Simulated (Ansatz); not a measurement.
`OBCBr` + H₂O → `OBCO` + HBr  (formal hydrolysis of a C–Br bond)

Computed with Ansatz on PBE0-D4/def2-TZVP structures; ΔE is electronic, products minus reactants. CCSD(T)/CBS adds triple-zeta CCSD(T) − MP2 to the extrapolated MP2 energy (def2 sets, frozen cores). This one scheme is used for every species. DFT in def2-TZVPP. For Br outer-core shells are correlated without core-valence functions, which leaves a few kJ/mol of doubt a bond. Scalar relativity is left out up to krypton. One conformer a species, not always the lowest.

Q: Is it downhill or uphill in electronic energy at CCSD(T)/CBS, and by how much? (Estimate.)

A: Ansatz gave: Uphill: ΔE = +0.51 eV.

Q: What do these levels give: revPBE-D4, BLYP-D4, r2SCANh-D4, CAM-B3LYP-D4, MP2/def2-SVP, SCS-MP2/def2-QZVPP? (Best estimate.)

A: Computed: revPBE-D4 0.46, BLYP-D4 0.43, r2SCANh-D4 0.42, CAM-B3LYP-D4 0.34, MP2/def2-SVP 0.31, SCS-MP2/def2-QZVPP 0.53 eV.

Q: What do rigid-rotor, harmonic-oscillator terms from PBE0-D4/def2-TZVP frequencies (298.15 K, 1 bar) make of the CCSD(T)/CBS value? (Estimate.)

A: The calculation gave: ΔZPE = -0.05 eV, ΔH = +0.45 eV, ΔS = -9 J/(mol·K), ΔG = +0.48 eV.

Largest T1 diagnostic among the species: 0.012.

Leaving LDA and LC-ωPBE aside and taking each functional with its dispersion term where it has one, the values, not all of them listed here, spread over 0.12 eV, from CAM-B3LYP-D4 to PBE-QIDH. LDA lies −0.11 eV from PBE without D4. In def2-TZVPP, CCSD(T) changes the Hartree–Fock value by +0.11 eV (the triples alone add +0.02 eV) and MP2 by +0.19 eV.
